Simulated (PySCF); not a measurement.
**NMR parameters of MnO3F**

MnO3F, FMnO3, point group C3v.

Cartesian coordinates in Å; atom numbers follow the order of the lines, from 1:
```xyz
5

Mn    0.0211    0.0398    0.0150
O    -0.0533    0.1412    1.5430
O     1.4789   -0.0004   -0.4551
O    -0.7140    1.2153   -0.6365
F    -0.7326   -1.3959   -0.4664
```

GIAO calculations in PySCF 2.14 on the PBE0-D3(BJ)/def2-SVP structure: isolated species, non-relativistic, equivalent atoms averaged; basis pcSseg-1 (pcSseg-2 on Mn).

(1) Give the isotropic shieldings (ppm) with B3LYP, PBE, PBE0.

(2) And the chemical shifts, against references computed in the same way?

(3) Which part of the shielding of Mn1 depends on the functional?

(4) What couplings does PBE/pcJ-1 (pcSseg-1 on Mn) give?

Answers

(1) 
| atoms | environment | B3LYP | PBE | PBE0 |
| --- | --- | --- | --- | --- |
| Mn1 | Mn bonded to F, 3 O | -4310 | -3292 | -4515 |
| F5 | fluorine bonded to Mn | 145.0 | 59.1 | 171.5 |
| O2/O3/O4 | oxygen bonded to Mn | -1425.8 | -1017.3 | -1490.4 |
| HOMO–LUMO gap (eV) | – | 4.33 | 2.51 | 4.82 |

(2) 
| atoms | nucleus, reference | B3LYP | PBE | PBE0 |
| --- | --- | --- | --- | --- |
| Mn1 | 55Mn, MnO4- | 105 | 4 | 145 |
| F5 | 19F, CFCl3 | 27.0 | 85.6 | 5.7 |
| O2/O3/O4 | 17O, H2O | 1759.8 | 1352.0 | 1824.9 |

(3) Diamagnetic: B3LYP 1924, PBE 1925, PBE0 1923 ppm; paramagnetic: B3LYP -6234, PBE -5217, PBE0 -6438 ppm. The diamagnetic part, set mainly by inner electrons, hardly moves; the paramagnetic part goes with low-lying magnetically allowed excitations and carries the spread.

(4) 2J(O2,F5) = -75.2, 2J(O2,O3) = -2.5 Hz (averaged over equivalent pairs; isotopes 17O, 19F).

Unscaled 19F shifts against computed CFCl3 carry errors that often reach 10 to 50 ppm. Unscaled 17O shifts of doubly bonded oxygen tend to come out too high, by tens of ppm or more. Experimental scales use liquid or dissolved standards, which lie at an offset from isolated H2O (liquid H2O: subtract about 36 ppm).
